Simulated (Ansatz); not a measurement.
Cost and result for the atomization energy of C₂H₆AlBr, SMILES `C[CH2][AlH][Br]` (10 atoms, 9 bonds).

```xyz
10

C     0.334    0.940   -0.871
C     0.615    0.075    0.355
Al   -0.757   -1.207    0.875
Br   -2.675   -1.315   -0.329
H    -0.570    1.539   -0.743
H     1.158    1.628   -1.079
H     0.181    0.332   -1.766
H     1.545   -0.495    0.223
H     0.806    0.704    1.236
H    -0.638   -2.200    2.099
```

Total charge 0; spin multiplicity 1. Correlated methods include outer-core shells of Br, which these sets cover unevenly. Scalar relativity is left out up to krypton. The geometry is a stationary point of PBE0-D4/def2-TZVP. It is one conformer, not always the lowest. Program: Ansatz. All runs use 4 threads of a server CPU on a shared host. Times are those of one run each, without the atoms' runs, and a repeat can differ threefold. Electronic energies, without spin–orbit coupling; frozen cores. CCSD(T)/CBS adds CCSD(T) − MP2 in def2-TZVPP to the MP2 limit, and its time is that of the two runs behind it. T1 = 0.008. With those shells the extrapolation isn't a true limit. B3LYP takes the VWN-RPA correlation (the form of Gaussian; ORCA's B3LYP/G).

CCSD(T)/CBS is a level of theory with its own doubt, some kJ/mol a heavy atom from the limit and from the frozen cores, so smaller differences don't rank the functionals.

| level | functions | wall time | atomization (kJ/mol) | difference from CCSD(T)/CBS | per bond |
| --- | --- | --- | --- | --- | --- |
| PBE-D4/def2-TZVPP (with forces) | 236 | 1.4 s | 3503.4 | 15.9 | 1.8 |
| PBE0-D4/def2-TZVPP | 236 | 1.6 s | 3480.1 | -7.4 | -0.8 |
| BHLYP-D4/def2-TZVPP | 236 | 1.6 s | 3411.4 | -76.1 | -8.5 |
| CAM-B3LYP-D4/def2-TZVPP | 236 | 1.8 s | 3479.9 | -7.6 | -0.8 |
| B3LYP-D4/def2-TZVPP (with forces) | 236 | 2.4 s | 3466.7 | -20.8 | -2.3 |
| CCSD(T)/def2-SVP | 108 | 2.7 s | 3327.8 | -159.7 | -17.7 |
| B2PLYP/def2-TZVPP | 236 | 2.7 s | 3436.8 | -50.7 | -5.6 |
| PBE-QIDH/def2-TZVPP | 236 | 2.8 s | 3470.5 | -17.0 | -1.9 |
| ωB97X-V/def2-TZVPP | 236 | 3.7 s | 3483.2 | -4.3 | -0.5 |
| ωB97M-V/def2-TZVPP (with forces) | 236 | 5.5 s | 3481.1 | -6.4 | -0.7 |
| MP2/def2-QZVPP | 453 | 12 s | 3485.6 | -1.9 | -0.2 |
| CCSD(T)/def2-TZVPP | 236 | 52 s | 3404.7 | -82.8 | -9.2 |
| CCSD(T)/CBS(def2) | – | 64 s | 3487.5 | 0.0 | 0.0 |

The D4 term adds +30.4 kJ/mol with B3LYP and +16.1 kJ/mol with PBE0; it sums over pairs of atoms, weighted by their polarisabilities, and B3LYP, whose exchange is more repulsive, gets the larger term. In def2-TZVPP, CCSD(T) changes the Hartree–Fock value by +738.0 kJ/mol (the triples alone add +38.9 kJ/mol) and MP2 by +770.6 kJ/mol; breaking electron pairs costs correlation energy, which Hartree–Fock lacks. From PBE to PBE0 (25 % exact exchange), in def2-TZVPP and without D4, the atomization energy moves by −20.5 kJ/mol: exact exchange takes away binding that semilocal exchange gives to molecules.
